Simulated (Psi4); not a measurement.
H4HfO4 (SMILES [OH][Hf]([OH])([OH])[OH]), singlet, at a GFN2-xTB geometry (such geometries of metal compounds can be far from the true shape) (core potentials on Hf); TPSS/def2-SV(P) in Psi4.

The Psi4 input:
```
memory 2 GB

molecule {
0 1
  Hf   -0.00000000   -0.00000000   -0.00000000
  O     1.79081072   -0.22160625   -0.50114263
  H     2.00040917    0.32543936   -1.26752251
  O     0.09737753    0.18678386    1.86088304
  H     1.01629506    0.22252876    2.15215851
  O    -0.59378873    1.36890887   -1.13170657
  H    -1.45429680    1.15011577   -1.50877946
  O    -1.29439952   -1.33408649   -0.22803385
  H    -1.56240743   -1.69808389    0.62414347
}

set basis def2-sv(p)

energy('tpss')
print_variables()
```

Predict the main parts of the log of this Psi4 run.


```
   => Loading Basis Set <=

    Name: DEF2-SV(P)
    Role: ORBITAL
    Keyword: BASIS

    !!!  WARNING: ECP capability is in beta. Please check occupations closely.  !!!

         ---------------------------------------------------------
                                   SCF
               by Justin Turney, Rob Parrish, Andy Simmonett
                          and Daniel G. A. Smith
                              RKS Reference
         ---------------------------------------------------------

  ==> Geometry <==

    Molecular point group: c1
    Full point group: C1

    Geometry (in Angstrom), charge = 0, multiplicity = 1:

       Center              X                  Y                   Z               Mass
    ------------   -----------------  -----------------  -----------------  -----------------
         HF          -0.000000000000     0.000000000645     0.000000000604   179.946557000000
         O            1.790810720000    -0.221606249355    -0.501142629396    15.994914619570
         H            2.000409170000     0.325439360645    -1.267522509396     1.007825032230
         O            0.097377530000     0.186783860645     1.860883040604    15.994914619570
         H            1.016295060000     0.222528760645     2.152158510604     1.007825032230
         O           -0.593788730000     1.368908870645    -1.131706569396    15.994914619570
         H           -1.454296800000     1.150115770645    -1.508779459396     1.007825032230
         O           -1.294399520000    -1.334086489355    -0.228033849396    15.994914619570
         H           -1.562407430000    -1.698083889355     0.624143470604     1.007825032230

  Running in c1 symmetry.

  Rotational constants: A =      0.11198  B =      0.11198  C =      0.08700 [cm^-1]
  Rotational constants: A =   3356.94559  B =   3356.94558  C =   2608.23861 [MHz]
  Nuclear repulsion =  219.342007782907132

  Charge       = 0
  Multiplicity = 1
  Electrons    = 48
  Nalpha       = 24
  Nbeta        = 24

  ==> Algorithm <==

  SCF Algorithm Type is DF.
  DIIS enabled.
  MOM disabled.
  Fractional occupation disabled.
  Guess Type is SAD.
  Energy threshold   = 1.00e-06
  Density threshold  = 1.00e-06
  Integral threshold = 1.00e-12

  ==> Primary Basis <==

  Basis Set: DEF2-SV(P)
    Blend: DEF2-SV(P)
    Number of shells: 43
    Number of basis functions: 89
    Number of Cartesian functions: 95
    Spherical Harmonics?: true
    Max angular momentum: 2

  Core potential: DEF2-SV(P)
[...]
   @DF-RKS iter   4:  -351.25848910887049   -4.80450e-02   1.30569e-03 ADIIS/DIIS
   @DF-RKS iter   5:  -351.26489189952918   -6.40279e-03   5.04620e-04 ADIIS/DIIS
   @DF-RKS iter   6:  -351.26567301573215   -7.81116e-04   8.86417e-05 DIIS
   @DF-RKS iter   7:  -351.26569740507210   -2.43893e-05   9.63939e-06 DIIS
   @DF-RKS iter   8:  -351.26569759018662   -1.85115e-07   5.57999e-06 DIIS
   @DF-RKS iter   9:  -351.26569768488753   -9.47009e-08   9.32145e-07 DIIS
  Energy and wave function converged.

  ==> Post-Iterations <==

   Electrons on quadrature grid:
      Ntotal   =   47.9999987563 ; deviation = -1.244e-06

    Orbital Energies [Eh]
    ---------------------

    Doubly Occupied:

[...]
    Virtual:

[...]
    Final Occupation by Irrep:
              A
    DOCC [    24 ]
    NA   [    24 ]
    NB   [    24 ]

  @DF-RKS Final Energy:  -351.26569768488753

   => Energetics <=

    Nuclear Repulsion Energy =            219.3420077829071317
    One-Electron Energy =                -933.9679824228672942
    Two-Electron Energy =                 405.4493221677535075
    DFT Exchange-Correlation Energy =     -42.0890452126808512
    Empirical Dispersion Energy =           0.0000000000000000
    VV10 Nonlocal Energy =                  0.0000000000000000
    Total Energy =                       -351.2656976848875274

Computation Completed

Properties will be evaluated at   0.000000,   0.000000,   0.000000 [a0]

Properties computed using the SCF density matrix

 Multipole Moments:

 ------------------------------------------------------------------------------------
     Multipole            Electronic (a.u.)      Nuclear  (a.u.)        Total (a.u.)
 ------------------------------------------------------------------------------------

 L = 1.  Multiply by 2.5417464519 to convert [e a0] to [Debye]
 Dipole X            :         -0.0000371            0.0000000           -0.0000371
 Dipole Y            :         -0.0000114           -0.0000001           -0.0000115
 Dipole Z            :          0.0000007           -0.0000001            0.0000007
 Magnitude           :                                                    0.0000389

 ------------------------------------------------------------------------------------

  Variable Map:
  ----------------------------------------------------------------------------
[...]
  Array Variable Map:
  ----------------------------------------------------------------------------
[...]
[...]
```
